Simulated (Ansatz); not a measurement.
Reaction (ligand exchange at the Si–C bond): `C#C[SiH](O)F` + `O[SiH](O)S` → `O[SiH](O)S[SiH](O)F` + acetylene

Calculated with Ansatz (gas phase, PBE0-D4/def2-TZVP geometries, no zero-point term in ΔE). CCSD(T)/CBS adds triple-zeta CCSD(T) − MP2 to the extrapolated MP2 energy (def2 sets, frozen cores). This one scheme is used for every species. Each species was taken in one conformer, which may not be the lowest.

`C#C[SiH](O)F`:

Cartesian coordinates in Å:
```
C -1.215 -0.859 -1.548
C -0.617 -0.237 -0.706
Si 0.319 0.708 0.535
O 1.613 -0.130 1.048
F -0.681 1.001 1.737
H -1.747 -1.408 -2.292
H 0.808 1.994 0.019
H 1.520 -1.070 1.208
```

`O[SiH](O)S`:

```xyz
8

O     0.881   -0.947    0.705
Si    0.304    0.082   -0.436
O     0.613    1.585    0.112
S    -1.754   -0.342   -0.826
H     0.545   -1.845    0.680
H     0.957   -0.040   -1.754
H     0.584    1.727    1.060
H    -2.130   -0.220    0.459
```

`O[SiH](O)S[SiH](O)F`:

Z-matrix (Å, degrees):
```
Si
O 1 1.647
S 1 2.134 2 111.6
O 1 1.631 2 108.3 3 -118.3
H 1 1.473 2 104.2 3 120.4
H 2 0.961 1 116.3 3 75.4
Si 3 2.138 1 98.4 2 54.9
H 4 0.958 1 118.9 2 149.2
O 7 1.618 3 112.3 1 -42.5
F 7 1.592 3 108.4 1 79.1
H 7 1.470 3 108.5 1 -164.6
H 9 0.967 7 117.8 3 25.0
```

`C#C`:

Cartesian coordinates in Å:
```
C 0.013 -0.598 0.004
C -0.013 0.598 -0.004
H 0.037 -1.663 0.011
H -0.037 1.663 -0.011
```

```csv
species,CCSD/def2-TZVPP energy (Eh)
`C#C[SiH](O)F`,-541.83582
`O[SiH](O)S`,-839.56723
`O[SiH](O)S[SiH](O)F`,-1304.24256
`C#C`,-77.17272
```

(1) Work out ΔE.

Largest T1 diagnostic among the species: 0.013.

Results:

(1) ΔE = (-1304.24256) + (-77.17272) − (-541.83582) − (-839.56723) = -0.01223 Eh = -0.33 eV. CCSD(T)/CBS gives -0.41 eV.

The D4 term adds −0.13 eV with B3LYP and −0.07 eV with PBE0; it sums over pairs of atoms, weighted by their polarisabilities, and B3LYP, whose exchange is more repulsive, gets the larger term. In def2-TZVPP, CCSD(T) changes the Hartree–Fock value by −0.16 eV (the triples alone add −0.03 eV) and MP2 by −0.19 eV.

B3LYP here is the variant with VWN-RPA as its local correlation; programs differ in this.
